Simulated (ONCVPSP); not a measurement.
# What the settings do to the ONCV potential of phosphorus (P)

Base potential:

- Element: phosphorus
- Generator: ONCVPSP 4.0.1
- Type: optimised norm-conserving Vanderbilt (ONCV)
- Functional: LDA (Perdew-Wang 92)
- Relativity: scalar-relativistic
- Frozen core: [He]
- Valence charge: 13
- Reference configuration: 2s2 2p6 3s1.75 3p3.25
- Partial waves: 2s+3s: rc 0.70 bohr, ncon 3, nbas 8, qcut 19.8 1/bohr, 2 projectors; 2p+3p: rc 1.00 bohr, ncon 4, nbas 7, qcut 14.8 1/bohr, 2 projectors; d scattering state at 0.38 Ha: rc 0.95 bohr, ncon 3, nbas 6, qcut 11 1/bohr, 2 projectors, debl 1.9 Ha
- Local potential: polynomial inside 0.45 bohr (lpopt 4, dvloc0 6 Ha)
- Core correction: none

Cutoffs, loose and tight: the cutoffs (Ha) at which the residual kinetic energy of the hardest occupied pseudo-wave falls to 1 and 0.1 mHa per electron. They do not see the model core or the augmentation charge, which bear on the density cutoff. Test errors are all-electron minus pseudo excitation energies from the reference, over the configurations 2s2 2p6 3s2 3p3; 2s2 2p6 3s2 3p2; 2s2 2p6 3s2 3p1; 2s2 2p5 3s2 3p3. A dash means not determined; rows that change the core or the reference have their own tests.

| change | outcome | cutoff, loose | cutoff, tight | bound ghosts | GHOST(+) flags above zero | largest test error (meV) |
| --- | --- | --- | --- | --- | --- | --- |
| base | generated | 119 Ha | 144 Ha | none | none | +950 |
| s: qcut 13.1; p: qcut 9.8; d: qcut 7.3 | generated | 145 Ha | 196 Ha | none | none | +1646 |
| s: qcut 14.6; p: qcut 10.9; d: qcut 8.1 | generated | 126 Ha | 171 Ha | none | none | +1431 |
| s: qcut 17.3; p: qcut 12.9; d: qcut 9.6 | generated | 99 Ha | 119 Ha | none | none | +1143 |
| s: qcut 19.9; p: qcut 14.9; d: qcut 11.1 | generated | 120 Ha | 144 Ha | none | none | +942 |
| s: qcut 22.1; p: qcut 16.5; d: qcut 12.3 | generated | 139 Ha | 168 Ha | none | none | +795 |
| s: qcut 24; p: qcut 17.9; d: qcut 13.3 | generated | 157 Ha | 191 Ha | none | none | +721 |
| s: qcut 26.6; p: qcut 19.8; d: qcut 14.8 | generated | 183 Ha | 220 Ha | none | none | +629 |
| s: qcut 28.4; p: qcut 21.2; d: qcut 15.8 | generated | 173 Ha | 208 Ha | none | none | +626 |
